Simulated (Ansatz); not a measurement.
```xyz
2

Si    0.0000    0.0000    0.0000
Si    0.0000    0.0000    4.0500
```

Basis set: def2-SVP (spherical functions). Charge 0, multiplicity 3.

Computed with Ansatz (development build ahead of 0.2.0); each method stands on the lowest determinant of its kind that the runs found.

Q: Give the atomization energy at this shape (free ground-state atoms in the same class of orbitals less the molecule, no zero-point energy) of triplet Si₂ by PBE0 (unrestricted), UHF.

A:

| method | atomization energy |
| --- | --- |
| PBE0 (unrestricted) | -0.01 eV |
| UHF | -0.26 eV |

Caution: the shape is not the minimum; the unrestricted determinant is a mixture of spin states.
